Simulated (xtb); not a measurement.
hydrogen chloride (HCl), singlet, at a GFN2-xTB geometry; GFN2-xTB (xtb 6.7.1).

Here is a job for xtb.
```
$ xtb mol.xyz --gfn 2 --ohess --json

# file mol.xyz
2

Cl    -0.00000000    -0.00000000    -0.07094563
H      0.00000000     0.00000000     1.20607566
```

Output, abridged:

```
   ID    Z sym.   atoms
    1   17 Cl     1
    2    1 H      2

           -------------------------------------------------
          |                Calculation Setup                |
           -------------------------------------------------

           -------------------------------------------------
          |                 G F N 2 - x T B                 |
           -------------------------------------------------

          ...................................................
          :                      SETUP                      :
          :.................................................:
          :  # basis functions                  11          :
          :  # atomic orbitals                  10          :
          :  # shells                            4          :
          :  # electrons                         8          :
          :  max. iterations                   250          :
          :  Hamiltonian                  GFN2-xTB          :
          :  restarted?                      false          :
          :  GBSA solvation                  false          :
          :  PC potential                    false          :
          :  electronic temp.          300.0000000     K    :
          :  accuracy                    1.0000000          :
          :  -> integral cutoff          0.2500000E+02      :
          :  -> integral neglect         0.1000000E-07      :
          :  -> SCF convergence          0.1000000E-05 Eh   :
          :  -> wf. convergence          0.1000000E-03 e    :
          :  Broyden damping             0.4000000          :
          :  net charge                          0          :
          :  unpaired electrons                  0          :
          ...................................................

 iter      E             dE          RMSdq      gap      omega  full diag
   1     -5.0571708 -0.505717E+01  0.379E+00    9.16       0.0  T
   2     -5.0588279 -0.165706E-02  0.239E+00    9.01       1.0  T
   3     -5.0594934 -0.665527E-03  0.872E-01    8.92       1.0  T
   4     -5.0597519 -0.258418E-03  0.432E-01    9.01       1.0  T
   5     -5.0600241 -0.272205E-03  0.574E-02    9.17       1.2  T
   6     -5.0600274 -0.334306E-05  0.178E-02    9.18       4.0  T
   7     -5.0600275 -0.742571E-07  0.315E-03    9.18      22.5  T
   8     -5.0600275 -0.341596E-08  0.135E-04    9.18     524.4  T
   9     -5.0600275 -0.153300E-11  0.131E-05    9.18    5393.1  T

[...]
         :: total energy              -5.052813509016 Eh    ::
 * total energy  :    -5.0528135 Eh     change       -0.2016165E-12 Eh
   *** GEOMETRY OPTIMIZATION CONVERGED AFTER 1 ITERATIONS ***
         :: total energy              -5.052813509017 Eh    ::
[...]
          :  rotational number                       1      :
          :  scaling factor                  1.0000000      :
          :  rotor cutoff                   50.0000000 cm⁻¹ :
          :  imag. cutoff                  -20.0000000 cm⁻¹ :
          :.................................................:

    mode    ω/cm⁻¹     T·S(HO)/kcal·mol⁻¹    T·S(FR)/kcal·mol⁻¹   T·S(vib)
   ------------------------------------------------------------------------
   ------------------------------------------------------------------------

   temp. (K)  partition function   enthalpy   heat capacity  entropy
                                   cal/mol     cal/K/mol   cal/K/mol   J/K/mol
 298.15  VIB   1.00                    0.039      0.002      0.000
         ROT   19.6                  592.502      1.987      7.905
         INT   19.6                  592.541      1.989      7.905
         TR   0.213E+27             1481.254      4.968     36.694
         TOT                        2073.7946     6.9570    44.5993   186.6034

       T/K    H(0)-H(T)+PV         H(T)/Eh          T*S/Eh         G(T)/Eh
   ------------------------------------------------------------------------
    298.15    0.330480E-02    0.902666E-02    0.211906E-01   -0.121639E-01
   ------------------------------------------------------------------------

         :::::::::::::::::::::::::::::::::::::::::::::::::::::
         ::                  THERMODYNAMIC                  ::
         :::::::::::::::::::::::::::::::::::::::::::::::::::::
         :: total free energy          -5.064977402031 Eh   ::
         ::.................................................::
         :: total energy               -5.052813509017 Eh   ::
         :: zero point energy           0.005721860883 Eh   ::
         :: G(RRHO) w/o ZPVE           -0.017885753898 Eh   ::
         :: G(RRHO) contrib.           -0.012163893015 Eh   ::
         :::::::::::::::::::::::::::::::::::::::::::::::::::::

optimized geometry written to: xtbopt.xyz

           -------------------------------------------------
          | TOTAL ENERGY               -5.052813509017 Eh   |
          | TOTAL ENTHALPY             -5.043786846052 Eh   |
          | TOTAL FREE ENERGY          -5.064977402031 Eh   |
          | GRADIENT NORM               0.000000159098 Eh/α |
          | HOMO-LUMO GAP               9.177794620794 eV   |
           -------------------------------------------------

normal termination of xtb
```
